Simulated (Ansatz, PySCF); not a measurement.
C3H6N, SMILES `C=C[N+]C` (singlet; the order of the spin states depends on the level; C–C–N–C torsion 180°) (charge 1, multiplicity 1). This singlet lies 0.26 eV below the relaxed triplet at the level B3LYP-D3(BJ)/def2-TZVP (PySCF); other levels give the other order.

Cartesian coordinates (Å):
SMILES: C=C[N+]C
```xyz
10

C      1.9229    -0.2076     0.2831
C      0.7002     0.1218    -0.2805
N     -0.3477    -0.2157     0.4415
C     -1.6382     0.0658    -0.0251
H      1.9396    -0.7042     1.2478
H      2.8622     0.0166    -0.2123
H      0.6236     0.6208    -1.2458
H     -2.1494     0.6239     0.7801
H     -2.1978    -0.8868     0.0026
H     -1.7154     0.5655    -0.9913
```
Charge +1, spin multiplicity 1.

The restricted HF start is unstable towards unrestricted orbitals.

**Question.** Give the natural occupations of the active orbitals, the CASSCF energy and the corrected energy for frozen-core fic-MRCISD+Q@CASSCF(2e,2o)/cc-pVTZ // B3LYP-D3(BJ)/def2-TZVP run with Ansatz (a program for electronic structure).

**Answer.** 
| Property | Result |
|---|---|
| natural occupations | 1.89, 0.11 |
| CASSCF energy | -171.2853 Ha |
| corrected energy | -171.9587 Ha |
| weight of the reference | 0.864 |
